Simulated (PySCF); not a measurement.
**Relaxation of singlet BrH₅**

These are results of PBE0 in PySCF with Br def2-TZVP, H def2-TZVP; no relativity; density-fitted integrals, not measurements. A (50,194) grid was used.

A hand-made trigonal bipyramidal start, of D3h symmetry, held to at least that symmetry:

Coordinates in bohr (charge 0 multiplicity 1):
```
Br    0.0000    0.0000    0.0000
H     0.0000    0.0000    2.7590
H     0.0000    0.0000   -2.7590
H     2.7590    0.0000    0.0000
H    -1.3795    2.3894    0.0000
H    -1.3795   -2.3894    0.0000
```

Task: What forces act on the atoms at the start (eV/Å)?

Result: 
```json
{"atom": "Br1", "Fx": "0.00", "Fy": "0.00", "Fz": "0.00"}
{"atom": "H2", "Fx": "0.00", "Fy": "0.00", "Fz": "4.39"}
{"atom": "H3", "Fx": "0.00", "Fy": "0.00", "Fz": "-4.39"}
{"atom": "H4", "Fx": "4.39", "Fy": "0.00", "Fz": "0.00"}
{"atom": "H5", "Fx": "-2.20", "Fy": "3.80", "Fz": "0.00"}
{"atom": "H6", "Fx": "-2.20", "Fy": "-3.80", "Fz": "0.00"}
```

Task: What does it relax to?

Result: It ends at D3h with Br–H 1.736 Å (×3), Br–H 1.742 Å (×2); H–Br–H 90.0° (×6), H–Br–H 120.0° (×3), H–Br–H 180.0° (after a last refinement on a finer grid). A frequency run shows 2 imaginary modes (one degenerate set), down to 868i cm⁻¹, so it is a higher-order saddle point. Other isomers or separated fragments may lie lower.

Task: How much energy is released, and in how many steps?

Result: 246.8 kJ/mol in 6 steps.
